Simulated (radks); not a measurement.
Results of a calculation; reference values are marked as such.
Task: The table gives one normalised radial function P(r) = r R(r) of W2+ in [Xe] 4f14 5d4 (r in bohr). Code: a radial shooting solver on a logarithmic mesh with Libxc functionals. Model: scalar-relativistic Kohn-Sham, revPBE, spin-polarised, spherical densities, finite nucleus; open shells are filled with parallel spins first (spin-orbit coupling, left out, can overturn this in heavy ions); Fermi nuclear charge, rms radius 5.3658 fm.

r	P
0.0007879	0.0199
0.001059	0.0250
0.001436	0.0312
0.001946	0.0386
0.002616	0.0467
0.003545	0.0554
0.004767	0.0633
0.00646	0.0690
0.008686	0.0695
0.01177	0.0610
0.01595	0.0390
0.02145	0.0025
0.02907	-0.0470
0.03908	-0.0926
0.05297	-0.1086
0.07178	-0.0632
0.09651	0.0407
0.1308	0.1433
0.1759	0.1303
0.2383	-0.0399
0.323	-0.2136
0.4343	-0.1555
0.5886	0.1388
0.7913	0.3568
1.072	0.2283
1.442	-0.1924
1.954	-0.6020
2.648	-0.6957
3.561	-0.4881
4.826	-0.2106
6.488	-0.0512
8.793	-0.0054

Which n and l does it have? It may be an empty orbital.

Result: n = 6, l = 0: the number of nodes gives n - l - 1 = 5, the rise at small r (about r^(l+1), flatter next to the nucleus through relativity) gives l, and the extent must fit the shell. The curve is that of 6s up; the table hardly tells the two spins apart. 6s up (empty): eigenvalue -19.927 eV, 5 radial nodes at r = 0.0218, 0.0870, 0.225, 0.517, 1.28 bohr, <r> = 2.76 bohr, 90 % of the charge inside 3.98 bohr.
